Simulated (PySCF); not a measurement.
H4Ge.

```xyz
5

Ge     0.0000     0.0000     0.0000
H      0.8867    -0.8867    -0.8867
H     -0.8867    -0.8867     0.8867
H     -0.8867     0.8867    -0.8867
H      0.8867     0.8867     0.8867
```

Geometry: B3LYP-D3(BJ)/def2-TZVP.

All values below come from B3LYP/pcSseg-1 (PySCF). Non-relativistic, no solvent.

Give the absolute GIAO shielding of each atom: isotropic value and principal components (ppm). (An estimate is asked for; the answer gives what the named calculation found.)


```
atom  σ(iso)     σ11     σ22     σ33  span
----  ------  ------  ------  ------  ----
Ge1   1631.8  1631.8  1631.8  1631.8   0.0
H2      27.8    22.4    22.4    38.6  16.2
H3      27.8    22.4    22.4    38.6  16.2
H4      27.8    22.4    22.4    38.6  16.2
H5      27.8    22.4    22.4    38.6  16.2
```
